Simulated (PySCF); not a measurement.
Chromium: a sound run and one with changed settings

Sound run: Cr(2+) [Ar] 3d4, Cr(3+) [Ar] 3d3. Calculation: PySCF 2.14, in x2c-TZVPall (6s5p4d1f, 48 functions); the spin-free X2C one-electron Hamiltonian (Gaussian nucleus). In the sound run the correlated levels freeze [Ar]. The sound run starts from symmetry-adapted Hartree-Fock orbitals and uses a fine grid where one is needed.

Changed run: basis STO-3G, all-electron and non-relativistic. This setting is unsound on purpose.

```json
{"species": "Cr(2+)", "method": "UHF", "sound run (hartree)": "-1048.86994", "changed run (hartree)": "-1031.74017", "converged": "yes"}
{"species": "Cr(2+)", "method": "LDA", "sound run (hartree)": "-1047.53894", "changed run (hartree)": "-1030.15682", "converged": "yes"}
{"species": "Cr(2+)", "method": "PBE", "sound run (hartree)": "-1049.64372", "changed run (hartree)": "-1032.27102", "converged": "yes"}
{"species": "Cr(2+)", "method": "MP2", "sound run (hartree)": "-1048.90113", "changed run (hartree)": "-1031.74029", "converged": "yes"}
{"species": "Cr(3+)", "method": "UHF", "sound run (hartree)": "-1047.77843", "changed run (hartree)": "-1030.80503", "converged": "yes"}
{"species": "Cr(3+)", "method": "LDA", "sound run (hartree)": "-1046.36719", "changed run (hartree)": "-1029.18199", "converged": "yes"}
{"species": "Cr(3+)", "method": "PBE", "sound run (hartree)": "-1048.48715", "changed run (hartree)": "-1031.30281", "converged": "yes"}
{"species": "Cr(3+)", "method": "MP2", "sound run (hartree)": "-1047.79033", "changed run (hartree)": "-1030.80506", "converged": "yes"}
```

Ionisation energy of Cr(2+):

```
 method  sound run (eV)  changed run (eV)
    UHF          29.701            25.446
    LDA          31.885            26.527
    PBE          31.472            26.346
    MP2          30.227            25.449
SCS-MP2          29.876            25.447
```

A minimal basis cannot let orbitals breathe on ionisation and holds almost no correlation. The Hamiltonian changed with the basis, so the totals do not compare.

For comparison, NIST gives 30.959 ± 0.025 eV between the lowest levels.
